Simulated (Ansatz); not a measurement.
`CB(C)Cl` at its PBE0-D4/def2-TZVP geometry, where that method's forces vanish. The species carries charge 0 and has multiplicity 1.

```
atom    x (Å)    y (Å)    z (Å)
  C1  -0.2329   0.9247   1.0119
  B2   0.0958  -0.4202   0.2982
  C3   0.1567  -0.5913  -1.2487
 Cl4   0.4204  -1.8397   1.3062
  H5  -0.8496   1.5855   0.3977
  H6   0.7213   1.4490   1.1640
  H7  -0.6845   0.8047   1.9973
  H8   0.8157  -1.3945  -1.5807
  H9  -0.8567  -0.8562  -1.5824
 H10   0.4138   0.3379  -1.7633
```

Problem. For each bond, give half the difference of the two atoms' forces along it (eV/Å; positive pushes the atoms apart) under PBE-D4, r2SCAN-D4, B3LYP-D4, ωB97M-V in def2-TZVPP. (Best estimate.)

Solution. The calculation gave: 
| bond | length (Å) | PBE-D4 | r2SCAN-D4 | B3LYP-D4 | ωB97M-V |
| --- | --- | --- | --- | --- | --- |
| C1–B2 | 1.558 | -0.07 | -0.03 | 0.01 | 0.05 |
| C1–H5 | 1.093 | 0.12 | -0.01 | -0.04 | -0.06 |
| C1–H6 | 1.099 | 0.14 | 0.00 | -0.04 | -0.06 |
| C1–H7 | 1.091 | 0.12 | -0.02 | -0.04 | -0.06 |
| B2–C3 | 1.558 | -0.07 | -0.03 | 0.01 | 0.05 |
| B2–Cl4 | 1.771 | 0.14 | 0.13 | 0.17 | 0.07 |
| C3–H8 | 1.091 | 0.12 | -0.02 | -0.04 | -0.06 |
| C3–H9 | 1.099 | 0.14 | 0.00 | -0.04 | -0.06 |
| C3–H10 | 1.093 | 0.12 | -0.01 | -0.04 | -0.06 |

B3LYP here is the variant with VWN-RPA as its local correlation; programs differ in this.

Computed with Ansatz.
